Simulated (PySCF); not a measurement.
Molfile (atoms numbered from 1):
```
C6H13OP
     RDKit          3D

 21 21  0  0  0  0  0  0  0  0999 V2000
   -0.9026   -2.3895   -0.1596 C   0  0  0  0  0  0  0  0  0  0  0  0
   -0.6349   -0.9651    0.2941 C   0  0  2  0  0  0  0  0  0  0  0  0
   -0.9935    0.0947   -0.7573 C   0  0  0  0  0  0  0  0  0  0  0  0
   -0.6091    1.4585   -0.1844 C   0  0  0  0  0  0  0  0  0  0  0  0
    0.8720    1.1591    0.8659 P   0  0  1  0  0  5  0  0  0  0  0  0
    0.8687    1.7650    2.2330 O   0  0  0  0  0  0  0  0  0  0  0  0
    0.8194   -0.6866    0.7359 C   0  0  2  0  0  0  0  0  0  0  0  0
    1.8937   -1.2251   -0.2017 C   0  0  0  0  0  0  0  0  0  0  0  0
   -0.6165   -3.1182    0.6144 H   0  0  0  0  0  0  0  0  0  0  0  0
   -0.3459   -2.6352   -1.0772 H   0  0  0  0  0  0  0  0  0  0  0  0
   -1.9724   -2.5337   -0.3755 H   0  0  0  0  0  0  0  0  0  0  0  0
   -1.2694   -0.7632    1.1770 H   0  0  0  0  0  0  0  0  0  0  0  0
   -2.0615    0.0484   -1.0225 H   0  0  0  0  0  0  0  0  0  0  0  0
   -0.4338   -0.1044   -1.6876 H   0  0  0  0  0  0  0  0  0  0  0  0
   -1.3743    1.8359    0.5134 H   0  0  0  0  0  0  0  0  0  0  0  0
   -0.4353    2.2366   -0.9414 H   0  0  0  0  0  0  0  0  0  0  0  0
    1.9851    1.5250    0.0428 H   0  0  0  0  0  0  0  0  0  0  0  0
    0.9925   -1.0650    1.7560 H   0  0  0  0  0  0  0  0  0  0  0  0
    1.7613   -0.8700   -1.2363 H   0  0  0  0  0  0  0  0  0  0  0  0
    2.8967   -0.9115    0.1253 H   0  0  0  0  0  0  0  0  0  0  0  0
    1.8863   -2.3250   -0.2268 H   0  0  0  0  0  0  0  0  0  0  0  0
  1  2  1  0
  2  3  1  0
  3  4  1  0
  4  5  1  0
  5  6  2  0
  5  7  1  0
  7  8  1  0
  7  2  1  0
  1  9  1  0
  1 10  1  0
  1 11  1  0
  2 12  1  1
  3 13  1  0
  3 14  1  0
  4 15  1  0
  4 16  1  0
  5 17  1  6
  7 18  1  1
  8 19  1  0
  8 20  1  0
  8 21  1  0
M  END
```

Geometry: PBE0-D3(BJ)/def2-SVP; GIAO shifts from PySCF, gas phase, non-relativistic, averaged over equivalent atoms.

At PBE0/pcSseg-1 (208 basis functions, 65 s wall time on 1 thread of an Arm Neoverse N1, shared host):
| atoms | δ (ppm) |
| --- | --- |
| C7 | 39.1 |
| C2 | 36.6 |
| C4 | 31.7 |
| C3 | 31.0 |
| C1 | 17.4 |
| C8 | 9.4 |
| P5 | 34.1 |
| O6 | 120.2 |
| H17 | 7.09 |
| H16 | 1.91 |
| H12 | 1.91 |
| H13 | 1.59 |
| H18 | 1.55 |
| H15 | 1.46 |
| H9/H10/H11 | 1.00 |
| H14 | 0.97 |
| H19/H20/H21 | 0.77 |

Chemical shifts δ = σref − σ; TMS for ¹³C (184.41 ppm), ¹H (31.27 ppm); H3PO4 for ³¹P (310.13 ppm); ¹⁷O (334.56 ppm) vs H2O, all at this level.

Q: Predict the values at WP04/pcSseg-1 on the same geometry.

A: 
```csv
atoms,δ at WP04/pcSseg-1,change
C7,41.1,+2.0
C2,39.7,+3.1
C4,32.2,+0.5
C3,32.9,+1.9
C1,18.8,+1.4
C8,12.5,+3.1
P5,41.6,+7.5
O6,108.1,-12.1
H17,6.51,-0.58
H16,1.79,-0.12
H12,1.82,-0.09
H13,1.56,-0.03
H18,1.62,+0.07
H15,1.50,+0.04
H9/H10/H11,1.00,+0.00
H14,0.99,+0.02
H19/H20/H21,0.82,+0.05
```

References, each an isolated molecule treated in the same way: ¹³C (172.44 ppm) and ¹H (31.56 ppm) vs TMS; ³¹P (299.29 ppm) against H3PO4; ¹⁷O (317.54 ppm) vs H2O.

The largest change is at O6 (P=O oxygen). Cost: 208 basis functions, 61 s wall time on 1 thread of an Arm Neoverse N1, shared host. The order of the carbon signals changes between the two levels.

Experimental scales use liquid or dissolved standards, which lie at an offset from isolated H2O (liquid H2O: subtract about 36 ppm) and H3PO4.
